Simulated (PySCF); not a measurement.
Choosing a molecule for a target property.

Each SMILES stands for a single optimised conformer of the isolated species, non-relativistic unless stated; the electronic structure was computed with PySCF and density fitting.

The conformers computed, where there is a choice (atom-mapped SMILES and torsion angles):
- `[CH3:1][S:2][C:3]1=[C:4]([F:5])[CH2:6]1`: C1–S2–C3–C4 0°
- `[CH3:1][C:2](=[O:3])[O:4][SiH2:5][CH:6]=[O:7]`: C1–C2–O4–Si5 179°, C2–O4–Si5–C6 178°, O4–Si5–C6–O7 -179°
- `[CH:1]#[C:2][SiH2:3][N:4]([SiH3:5])[SiH3:6]`: C2–Si3–N4–Si5 68°
- `[CH2:1]=[CH:2]/[CH:3]=[C:4](\[CH3:5])[F:6]`: C1–C2–C3–C4 180°
- `[CH3:1][O:2][SiH2:3]/[CH:4]=[CH:5]\[SiH2:6][Cl:7]`: C1–O2–Si3–C4 -179°, O2–Si3–C4–C5 1°, C4–C5–Si6–Cl7 180°

Task: Wanted: dipole moment above 1.4 D (PBE0/def2-SVPD) and smallest rotational constant below 0.8 GHz (GFN2-xTB), at GFN2-xTB geometries. Which candidate meets both?
A. `[C@H]1(F)C(C=C(C#N)C1=O)=O`
B. `C[C@H]1C=C(F)C1`
C. `CSC1=C(F)C1`
D. `CC(=O)O[SiH2]C=O`

Result: A. Computed values:
```
                   species  dipole moment  smallest rotational constant
               CSC1=C(F)C1         1.12 D                     1.427 GHz
           C[C@H]1C=C(F)C1         1.77 D                     2.113 GHz
[C@H]1(F)C(C=C(C#N)C1=O)=O         2.84 D                     0.753 GHz
          CC(=O)O[SiH2]C=O         3.06 D                     0.898 GHz
```

Task: Wanted: HOMO energy between -7.5 eV and -7.26 eV (PBE0/def2-SVPD) and electronic spatial extent ⟨r²⟩ about the centre of nuclear charge below 1600 bohr² (PBE0/def2-SVPD), at GFN2-xTB geometries. Which candidate meets both?
A. `C=C/C=C(\C)F`
B. `N#CC1=CC(=O)[C@H](F)C1=O`
C. `C[C@H]1C=C(F)C1`
D. `CSC1=C(F)C1`
E. `CC(=O)O[SiH2]C=O`
F. `C#C[SiH2]N([SiH3])[SiH3]`
G. `C(/[SiH2]OC)=C/[SiH2]Cl`

Result: E. Computed values:
| species | HOMO energy | electronic spatial extent ⟨r²⟩ about the centre of nuclear charge |
| --- | --- | --- |
| N#CC1=CC(=O)[C@H](F)C1=O | -8.51 eV | 1355 bohr² |
| C(/[SiH2]OC)=C/[SiH2]Cl | -8.07 eV | 1793 bohr² |
| C#C[SiH2]N([SiH3])[SiH3] | -7.65 eV | 1275 bohr² |
| CC(=O)O[SiH2]C=O | -7.32 eV | 1218 bohr² |
| C[C@H]1C=C(F)C1 | -7.20 eV | 598 bohr² |
| C=C/C=C(\C)F | -6.54 eV | 730 bohr² |
| CSC1=C(F)C1 | -6.22 eV | 787 bohr² |

Task: Wanted: lowest triplet excitation (Tamm–Dancoff) above 4 eV (TDA PBE0/def2-SVPD) and static isotropic polarisability below 75 au (PBE0/def2-SVPD), at GFN2-xTB geometries. Which candidate meets both?
A. `C=C/C=C(\C)F`
B. `C[C@H]1C=C(F)C1`
C. `C(=O)[SiH2]OC(=O)C`
D. `N#CC1=CC(=O)[C@H](F)C1=O`
E. `C#C[SiH2]N([SiH3])[SiH3]`

Result: B. Computed values:
```
                 species  lowest triplet excitation (Tamm–Dancoff)  static isotropic polarisability
N#CC1=CC(=O)[C@H](F)C1=O                                   2.34 eV                          80.2 au
      C(=O)[SiH2]OC(=O)C                                   2.45 eV                          70.5 au
            C=C/C=C(\C)F                                   3.14 eV                          68.2 au
         C[C@H]1C=C(F)C1                                   4.49 eV                          57.5 au
C#C[SiH2]N([SiH3])[SiH3]                                   4.93 eV                         104.7 au
```

Task: Wanted: lowest singlet excitation above 6.3 eV (TDDFT PBE0/def2-SVPD) and HOMO–LUMO gap above 6 eV (PBE0/def2-SVPD), at GFN2-xTB geometries. Which candidate meets both?
A. `N#CC1=CC(=O)[C@H](F)C1=O`
B. `C#C[SiH2]N([SiH3])[SiH3]`
C. `C[C@H]1C=C(F)C1`
D. `C(=O)[SiH2]OC(C)=O`
E. `CSC1=C(F)C1`

Result: C. Computed values:
```csv
species,lowest singlet excitation,HOMO–LUMO gap
N#CC1=CC(=O)[C@H](F)C1=O,2.74 eV,4.33 eV
C(=O)[SiH2]OC(C)=O,3.19 eV,5.41 eV
CSC1=C(F)C1,5.10 eV,6.43 eV
C#C[SiH2]N([SiH3])[SiH3],5.79 eV,7.04 eV
C[C@H]1C=C(F)C1,6.87 eV,7.68 eV
```
